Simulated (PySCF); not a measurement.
C5H12OSi, SMILES CC(=O)[SiH2]C(C)C, GFN2-xTB optimised geometry.

```
19

C      1.72    -1.78     0.00
C      0.21    -1.78     0.00
O     -0.43    -2.81     0.01
Si    -0.67    -0.07     0.00
C     -0.24     0.82     1.63
C     -0.90     2.20     1.69
C     -0.64     0.00     2.85
H      2.07    -1.29     0.91
H      2.11    -2.80    -0.04
H      2.08    -1.21    -0.85
H     -0.16     0.70    -1.14
H     -2.11    -0.31    -0.12
H      0.84     0.98     1.67
H     -0.60     2.81     0.85
H     -0.63     2.72     2.61
H     -1.99     2.10     1.67
H     -1.71    -0.16     2.88
H     -0.16    -0.98     2.84
H     -0.35     0.50     3.77
```

Density from PBE0/def2-SVP in PySCF 2.14.0 at that geometry.

Minimum of the electron density along straight lines between bonded atoms, close to the bond critical point (lines longer than 1.1 times the sum of covalent radii, or with two minima, are not listed):

| bond | length / Å | ρ at the minimum / e bohr⁻³ | ∇²ρ there / e bohr⁻⁵ | position (fraction from the first atom) |
|---|---|---|---|---|
| C1–C2 | 1.507 | 0.257 | -0.61 | 0.50 |
| C2–O3 | 1.210 | 0.406 | 0.46 | 0.33 |
| C2–Si4 | 1.927 | 0.111 | 0.29 | 0.62 |
| Si4–C5 | 1.914 | 0.112 | 0.29 | 0.38 |
| C5–C6 | 1.527 | 0.240 | -0.53 | 0.50 |
| C5–C7 | 1.529 | 0.239 | -0.53 | 0.50 |
| C1–H8 | 1.088 | 0.273 | -0.98 | 0.62 |
| C1–H9 | 1.088 | 0.276 | -1.03 | 0.64 |
| C1–H10 | 1.088 | 0.274 | -1.00 | 0.63 |
| Si4–H11 | 1.469 | 0.115 | 0.32 | 0.49 |
| Si4–H12 | 1.461 | 0.118 | 0.32 | 0.49 |
| C5–H13 | 1.097 | 0.270 | -0.94 | 0.62 |
| C6–H14 | 1.087 | 0.277 | -1.01 | 0.62 |
| C6–H15 | 1.089 | 0.275 | -1.00 | 0.62 |
| C6–H16 | 1.088 | 0.277 | -1.01 | 0.62 |
| C7–H17 | 1.088 | 0.276 | -1.01 | 0.62 |
| C7–H18 | 1.088 | 0.276 | -1.01 | 0.62 |
| C7–H19 | 1.090 | 0.275 | -1.00 | 0.62 |
